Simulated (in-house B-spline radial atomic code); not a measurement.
Tl⁺. Computed with a B-spline radial atomic code. Model: non-relativistic spherical atom: semilocal Troullier-Martins pseudo-atom, one channel per l, against all electrons, high spin, G0W0 and RPA with empty states to l = 8, local potential for every l without a channel, a model core (radius 0 = none) keeps its share of the functional.

The core holds an angular momentum without a channel of its own, so the local potential lets valence electrons into it.

Without relativity these are model numbers for so heavy an element.

What the tables leave out is listed at the end.

The pseudopotential gives back the lowest level of each angular momentum of its own functional in the configuration it was made in; a second state of the same l is only approximately right. Exact exchange, RPA and GW see the smooth pseudo-orbitals and miss the exchange with the core, for which the functional's share stands in. The column with an uncorrelated core keeps all orbitals and exact exchange, and so separates missing core correlation from pseudisation. Only the three outermost levels and the lowest empty one were computed. RPA here is direct RPA, with no exchange kernel, and its energies carry an (l + 1/2)⁻⁴ tail. A hybrid on a potential with a model core restores only its own semilocal share of the core's exchange.

Command:
```bash
python run_psgw.py task.json out
```
Settings (lengths in bohr, energies in hartree):
```
Z                      81
electrons              80
configuration          [Xe] 4f14 5d10 6s2
generated_in           [Xe] 4f14 5d10 6s2 6p1
functional             pbe,pbe
core_shells            13
radius_factor          1.15
core_correction        True
ion_configuration      [Xe] 4f14 5d10 6s1
```

Cost of the run: 79 s on 1 thread of Arm Neoverse N1, with other jobs on the host.

Given: made with PBE; model core radius 2.218 bohr; local radius 2.842 bohr; mean-field start PBE.

Valence shells of the generating configuration: 6s, 6p.

Channel: s 2.744, p 3.4 (radii in bohr).

Computed: largest level miss in the spin-unpolarised generating configuration 0 eV; valence RPA correlation energy pseudo -0.077188 hartree; all-electron RPA polarisability, core included 24.91 bohr³; pseudo-atom RPA polarisability 24.197 bohr³; ionisation by mean-field all-electron 17.612 eV; ionisation by mean-field pseudo minus all 0.197 eV; ionisation by RPA all-electron 17.944 eV.

```json
{"level": "6s", "occupied": "1", "mean-field all-electron (eV)": "-13.851", "mean-field pseudo minus all (eV)": "-0.066", "G0W0 all-electron (eV)": "-17.838", "G0W0 uncorrelated core minus all (eV)": "0.934", "G0W0 pseudo minus all (eV)": "0.292", "exchange self-energy all-electron (eV)": "-13.255", "exchange self-energy pseudo (eV)": "-9.1252"}
{"level": "6p (empty)", "occupied": "0", "mean-field all-electron (eV)": "-8.2569", "mean-field pseudo minus all (eV)": "-0.045", "G0W0 all-electron (eV)": "-5.7849", "G0W0 uncorrelated core minus all (eV)": "0.38", "G0W0 pseudo minus all (eV)": "-0.285", "exchange self-energy all-electron (eV)": "-4.0632", "exchange self-energy pseudo (eV)": "-1.8064"}
```

**Question.** What is the ionisation by RPA pseudo minus all?

**Answer.** 0.398 eV.

**Question.** What is the valence RPA correlation energy all-electron orbitals?

**Answer.** -0.064846 hartree.

Given: mean-field start PBE0.

Computed: valence RPA correlation energy all-electron orbitals -0.056385 hartree; valence RPA correlation energy pseudo -0.066623 hartree; all-electron RPA polarisability, core included 22.671 bohr³; pseudo-atom RPA polarisability 23.392 bohr³; ionisation by mean-field all-electron 17.306 eV; ionisation by RPA all-electron 17.77 eV.

| level | occupied | mean-field all-electron (eV) | mean-field pseudo minus all (eV) | G0W0 all-electron (eV) | G0W0 uncorrelated core minus all (eV) | G0W0 pseudo minus all (eV) | exchange self-energy all-electron (eV) | exchange self-energy pseudo (eV) |
| --- | --- | --- | --- | --- | --- | --- | --- | --- |
| 6s | 1 | -14.589 | 0.3 | -17.764 | 0.92 | 0.741 | -13.076 | -8.8961 |
| 6p (empty) | 0 | -7.4912 | 0.055 | -5.739 | 0.352 | -0.097 | -3.7956 | -1.722 |

**Question.** What is the ionisation by RPA pseudo minus all?

**Answer.** -0.34 eV.

**Question.** What is the ionisation by mean-field pseudo minus all?

**Answer.** -0.24 eV.

Among the listed levels the largest G0W0 shift of the pseudo-atom is +0.74 eV, for 6s on the PBE0 start, while leaving the core uncorrelated moves that level by +0.92 eV. The rest, -0.18 eV, comes from pseudisation and the lost core exchange. Not in the tables (levels of low weight, unsolved or above zero; the highest and the empty levels are kept at any weight): no Hartree-Fock pseudo-atom is run with a model core.
